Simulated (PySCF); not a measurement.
Stepwise substitution at one centre (Al OH-I). Isolated molecules, 0 K electronic values unless said otherwise. One relaxed conformer stands for each flexible species; it need not be the lowest. Strings in code marks are SMILES.

All values below come from PBE-D3(BJ)/def2-TZVP // B3LYP-D3(BJ)/def2-TZVP (PySCF). Delta-SCF ions had no search for a lower state. 

```json
[
 {"species": "0 of 3 OH replaced by I (`[OH][Al]([OH])[OH]`)", "S1 oscillator strength": "0.000", "HOMO–LUMO gap (eV)": "?", "vertical ionisation energy (Delta-SCF) (eV)": "–", "LUMO (eV)": "-1.31"},
 {"species": "1 of 3 OH replaced by I (`[OH][Al]([OH])[I]` (H–O–Al–I torsion 0°, I–Al–O–H torsion 0°))", "S1 oscillator strength": "?", "HOMO–LUMO gap (eV)": "4.95", "vertical ionisation energy (Delta-SCF) (eV)": "9.84", "LUMO (eV)": "-1.80"},
 {"species": "2 of 3 OH replaced by I", "S1 oscillator strength": "0.013", "HOMO–LUMO gap (eV)": "4.38", "vertical ionisation energy (Delta-SCF) (eV)": "9.26", "LUMO (eV)": "-2.27"},
 {"species": "3 of 3 OH replaced by I", "S1 oscillator strength": "0.000", "HOMO–LUMO gap (eV)": "3.87", "vertical ionisation energy (Delta-SCF) (eV)": "8.94", "LUMO (eV)": "?"}
]
```

Question: Fill in the missing entries.

Answer: 
- 0 of 3 OH replaced by I (`[OH][Al]([OH])[OH]`), HOMO–LUMO gap (eV): 5.97
- 1 of 3 OH replaced by I (`[OH][Al]([OH])[I]` (H–O–Al–I torsion 0°, I–Al–O–H torsion 0°)), S1 oscillator strength: 0.028
- 3 of 3 OH replaced by I, LUMO (eV): -2.74
